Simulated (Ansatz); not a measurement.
Computed with Ansatz on PBE0-D4/def2-TZVP structures; ΔE is electronic, products minus reactants. CBS: MP2 limit from def2 TZ/QZ plus the TZ coupled-cluster correction, frozen cores. DFT in def2-TZVPP.

`BC1(C)C=N1` → `BC1C=CN1`  (isomerisation)

```
     species  B97M-V energy (Eh)
`BC1(C)C=N1`          -197.50981
  `BC1C=CN1`          -197.52027
```

(1) Work out ΔE.

Largest T1 diagnostic among the species: 0.015.

Results:

(1) ΔE = (-197.52027) − (-197.50981) = -0.01046 Eh = -6.6 kcal/mol. CCSD(T)/CBS gives -5.7 kcal/mol.

At CCSD(T), def2-SVP lies +2.3 kcal/mol from the extrapolated value and def2-TZVPP +0.9 kcal/mol. Leaving LDA and LC-ωPBE aside and taking each functional with its dispersion term where it has one, the values, not all of them listed here, spread over 6.5 kcal/mol, from HSE06-D4 to BLYP-D4. LDA lies −9.6 kcal/mol from PBE without D4. In def2-TZVPP, CCSD(T) changes the Hartree–Fock value by −6.8 kcal/mol (the triples alone add −1.1 kcal/mol) and MP2 by −8.7 kcal/mol.
